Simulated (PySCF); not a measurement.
Predicted microwave data (PBE0/pcSseg-1 in PySCF (dipole) on a GFN2-xTB geometry, gas phase) for one isomer of C6H14NPSi:

```
Rotational constants : A = 1566, B = 649.7, C = 544.8 MHz
Dipole components    : |μa| = 0.83 D, |μb| = 3.25 D, |μc| = 1.35 D
Inertial defect      : -172.97 u·Å²
κ                    : -0.79
```

**Question.** Which structure is it? (One computed conformer of each.)
A. `[CH3:1][C:2]([CH3:3])([CH2:4][C:5]#[N:6])[CH2:7][SiH2:8][PH2:9]` with C1–C2–C4–C5 65°, C1–C2–C7–Si8 -178°, C2–C7–Si8–P9 -178°, C7–Si8–P9–H -169° and -76°
B. `[SiH3]N=[P@]12CC[C@H](CC1)C2`
C. `[CH3:1][C:2]#[C:3][P@@:4]([CH3:5])([CH2:6][CH3:7])=[N:8][SiH3:9]` with C3–P4–C6–C7 180°
D. `[CH:1]#[C:2][CH2:3][P:4]([SiH3:5])[CH2:6][N:7]([CH3:8])[CH3:9]` with C2–C3–P4–Si5 -47°, C3–P4–C6–N7 -142°, P4–C6–N7–C8 160°

**Answer.** A. It is CC(C)(CC#N)C[SiH2]P, an asymmetric top, point group C1. The candidates at the same level (rigid rotor, commonest isotopes):

```tsv
SMILES	A (MHz)	B (MHz)	C (MHz)	μa (D)	μb (D)	μc (D)	Δ (u·Å²)	point group	rotor
[SiH3]N=[P@]12CC[C@H](CC1)C2	2563	781.5	722.8	4.33	1.21	0.24	-144.67	C1	near-prolate asymmetric top
CC(C)(CC#N)C[SiH2]P	1566	649.7	544.8	0.83	3.25	1.35	-172.97	C1	asymmetric top
CC#C[P@@](C)(CC)=N[SiH3]	1237	791.0	609.6	3.05	3.06	1.33	-218.41	C1	asymmetric top
C#CCP([SiH3])CN(C)C	1551	830.1	756.6	1.04	1.70	0.54	-266.56	C1	asymmetric top
```

`CC#C[P@@](C)(CC)=N[SiH3]` has B 22 % too high; `C#CCP([SiH3])CN(C)C` has C 39 % too high; `[SiH3]N=[P@]12CC[C@H](CC1)C2` has A 64 % too high. No structure here is proved a minimum.
